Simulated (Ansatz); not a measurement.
Job for Ansatz (an electronic-structure program): U-CAM-B3LYP/def2-TZVPPD on H (SMILES [H]). The basis file is the Basis Set Exchange's JSON of that set.

Ansatz 0.2 input:
```yaml
crystal:
  periodic: [false, false, false]
  atoms:
    - {symbol: H, position_ang: [0.00000000, 0.00000000, 0.00000000]}
basis:
  gaussian:
    orbitals: def2-TZVPPD.json
hamiltonian:
  xc: {name: CAM-B3LYP}
magnetization: {spin_polarized: true, initial_magnetization: 1}
```

It printed:

```
WARN ansatz: RAYON_NUM_THREADS=1 ignored (pool sized by the plan → 1); use --threads N
Functional definition: CAM-B3LYP
integrals: 0.00 GiB planned
59 factors; their error is unknown
integrals: 0.03 GiB planned
26 factors; integrals over basis functions are off by at most 1.6e-4 eV
mean field: 0.04 GiB planned
mean field evaluation 1: about -13.5651 eV, gradient 7.4e-1 eV
mean field evaluation 2: about -13.5731 eV, gradient 1.3e-1 eV
mean field evaluation 4: about -13.5735 eV, gradient 6.7e-3 eV
mean field evaluation 8: about -13.5733 eV, gradient 3.1e-5 eV
mean field -13.57328232 eV, -0.4988089249 hartree, gradient 3.1e-5 eV, S^2 0.750000; 0 other end points of the search recorded, 0 dependent functions left out
reference -13.57333600 eV, -0.4988108975 hartree; 1, 0 occupied and 16, 17 virtual orbitals, 59 factors
Total energy: -13.57333600 eV, -0.4988108975 hartree
```

Self-consistency was reached.

Cost: very roughly 0.17 core-seconds.
